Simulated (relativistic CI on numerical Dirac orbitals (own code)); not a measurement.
# Excitation temperature from two lines of Cl II

Problem. In an optically thin plasma whose excited levels follow a Boltzmann distribution, the energy emitted in Cl II 4794.55 Å and 5392.12 Å has the ratio 7.01 (an assumed reading, corrected for the detector). Tabulated data (NIST Handbook of Basic Atomic Spectroscopic Data): upper levels 128730.8 and 147607.4 cm⁻¹, g = 7 and 7, A = 1.04 × 10^8 and 1.00 × 10^8 s⁻¹. Calculate the temperature, its uncertainty for 15 % in the ratio of intensities and A values together, and the strength of these other lines with tabulated A (λ in Å, g, A, upper level): 4810.06, 5, 9.90 × 10^7, 128663.6; 4904.78, 7, 8.10 × 10^7, 147127.6; 5078.26, 7, 7.70 × 10^7, 146470.6; 4132.50, 5, 1.60 × 10^8, 153258.6.

Working.
1. The emitted power of a line is proportional to (gA/λ) exp(−E/kT), so I₁/I₂ = (g₁A₁λ₂/g₂A₂λ₁) exp[(E₂ − E₁)/kT].
2. The prefactor is 1.17 and E₂ − E₁ = 18876.5 cm⁻¹ = 2.340 eV.
3. kT = (E₂ − E₁)/ln(7.01/1.17) = 18876.5/1.7907 = 10542 cm⁻¹ = 1.307 eV, or T = 15170 K.
4. δT/T = (kT/ΔE) × 15 % = 8.4 %; lines whose upper levels lie far apart give the better thermometer.
5. Other lines relative to the first: 4810.06 Å: 0.68, 4904.78 Å: 0.13, 5078.26 Å: 0.13, 4132.50 Å: 0.12.

Remark. Dense plasmas such as arcs and laser-ablation plumes come near a Boltzmann distribution among excited levels, though their strong lines may be self-absorbed. Low-pressure etch and deposition plasmas, at 10¹⁰ to 10¹³ electrons per cm³, do not: there the number found is an excitation temperature of these levels and not the electron temperature.
